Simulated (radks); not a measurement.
All-electron atom: Be+ in [He] 2p1 (not the ground configuration).

Method: Dirac Kohn-Sham, LDA (Slater exchange, VWN5 correlation), spin-unpolarised, spherical densities, finite nucleus; open shells are shared between the two j in proportion to 2j + 1; Fermi nuclear charge, rms radius 2.519 fm; computed with a radial shooting solver on a logarithmic mesh with Libxc functionals.

Energy parts (hartree):
part                     energy
total                 -13.96033
kinetic                13.84807
electron-nucleus      -31.26122
Hartree                 5.72522
exchange-correlation   -2.27241

Orbitals (lengths in bohr, moments of r in powers of bohr; <r^-3> diverges for s and p1/2; r(max) is where P^2 peaks):
orbital      occ.  eigenvalue (hartree)  <r^-3>   <r^2>  r(max)
1s1/2           2              -4.29462       -  0.2441  0.2679
2s1/2           0              -0.50392       -   6.287   1.890
2p1/2    0.333333              -0.36417       -   7.064   1.871
2p3/2    0.666667              -0.36411  0.4986   7.066   1.872
3p1/2           0              -0.10709       -   54.49   6.259
3p3/2           0              -0.10707  0.1185   54.50   6.260

The highest occupied level is 2p3/2 at -9.908 eV. The configuration is held as typed, so some empty levels lie below it. The density falls to 0.001 e/bohr^3 at r = 3.55 bohr. The electron density at the nucleus is 33.92 e/bohr^3.
